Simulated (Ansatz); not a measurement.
Gas-phase electronic energies from Ansatz, PBE0-D4/def2-TZVP geometries. CCSD(T)/CBS is the MP2 limit (def2-TZVPP, def2-QZVPP) plus CCSD(T) − MP2 in def2-TZVPP, frozen cores. This one scheme is used for every species. Functionals use def2-TZVPP. B3LYP here is the variant with VWN-RPA as its local correlation; programs differ in this. Each species was taken in one conformer, which may not be the lowest.

Reaction (ligand exchange at the Si–S bond): `C=C(S)S[SiH2]F` + `N[SiH3]` → `F[SiH2]N[SiH3]` + `C=C(S)S`

(1) Is it downhill or uphill in electronic energy at CCSD(T)/CBS, and by how much? (Best estimate.)

(2) What do these levels give: r2SCAN-D4, B3LYP-D4, ωB97M-V, r2SCAN, PBE0, B3LYP, MP2/def2-TZVPP, SCS-MP2/def2-TZVPP, CCSD/def2-TZVPP, HF/def2-QZVPP, SCS-MP2/def2-QZVPP, MP2/CBS(def2)? (An estimate is asked.)

Largest T1 diagnostic among the species: 0.013.

## Answers

(1) Ansatz gave: Downhill: ΔE = -17.4 kJ/mol.

(2) Computed: r2SCAN-D4 -14.8, B3LYP-D4 -16.5, ωB97M-V -16.9, r2SCAN -15.9, PBE0 -14.4, B3LYP -22.2, MP2/def2-TZVPP -17.4, SCS-MP2/def2-TZVPP -21.2, CCSD/def2-TZVPP -23.2, HF/def2-QZVPP -31.1, SCS-MP2/def2-QZVPP -19.8, MP2/CBS(def2) -14.2 kJ/mol.

In def2-TZVPP, CCSD(T) changes the Hartree–Fock value by +9.3 kJ/mol (the triples alone add +2.6 kJ/mol) and MP2 by +12.5 kJ/mol. The D4 term adds +5.7 kJ/mol with B3LYP and +3.3 kJ/mol with PBE0; it sums over pairs of atoms, weighted by their polarisabilities, and B3LYP, whose exchange is more repulsive, gets the larger term.
